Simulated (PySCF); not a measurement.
Constitutional and geometric isomers with formula H4B2N2. Isolated molecules, 0 K electronic values unless said otherwise. One relaxed conformer stands for each flexible species; it need not be the lowest. Strings in code marks are SMILES.

The numbers are results of B3LYP-D3(BJ)/def2-TZVP // PBE0-D4/def2-TZVP (PySCF 2.14.0), not measurements. All candidates: neutral, multiplicity 1. B3LYP has the VWN-RPA correlation part, as in Gaussian. Delta-SCF ions had no search for a lower state. Excitations are Tamm–Dancoff values on a coarser integration grid. The basis has no diffuse functions, so Rydberg states are missing or too high.

```yaml
HOMO–LUMO gap: 6.67 eV
vertical ionisation energy (Delta-SCF): 10.06 eV
T1 excitation (TDA): 5.22 eV
```

Which member has these values?
(A) `BNB=N`
(B) `B=NBN`
(C) `N=BBN`

A, `BNB=N`. The others give `B=NBN`: 7.02 eV, 9.93 eV, 5.16 eV; `N=BBN`: 6.71 eV, 10.23 eV, 4.79 eV
